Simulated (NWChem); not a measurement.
SiNH2Cl2F (SMILES N[Si](F)(Cl)Cl): name the method

SiNH2Cl2F has 7 atoms, charge 0, and is taken as a singlet. SMILES: `N[Si](F)(Cl)Cl`. The shape is that of a PBE0-D4/def2-TZVP optimisation. This is one conformer, not always the lowest.

```xyz
7

N    -1.0590    0.0858    0.1917
Si    0.5865   -0.0794   -0.0803
F     1.3780   -0.8295    1.0697
Cl    0.8820   -1.1814   -1.7562
Cl    1.4297    1.7592   -0.2166
H    -1.7153   -0.6488   -0.0087
H    -1.4406    0.8262    0.7546
```

A calculation with NWChem 7.3.0 gave:

```json
{
  "total energy": "-1356.3919 Eh",
  "dipole moment": "3.84 D",
  "HOMO energy": "-12.56 eV",
  "LUMO energy": "4.25 eV",
  "HOMO–LUMO gap": "16.81 eV",
  "largest force": "2.169 eV/Å"
}
```

**Question.** Which of these levels gave the numbers?
A. HF/STO-3G
B. TPSS/def2-TZVP
C. B3LYP/6-31G* (spherical functions)
D. HF/3-21G

**Answer.** D. The others give -1365.8669 Eh (B3LYP/6-31G* (spherical functions)), -1347.8597 Eh (HF/STO-3G), -1366.0840 Eh (TPSS/def2-TZVP).
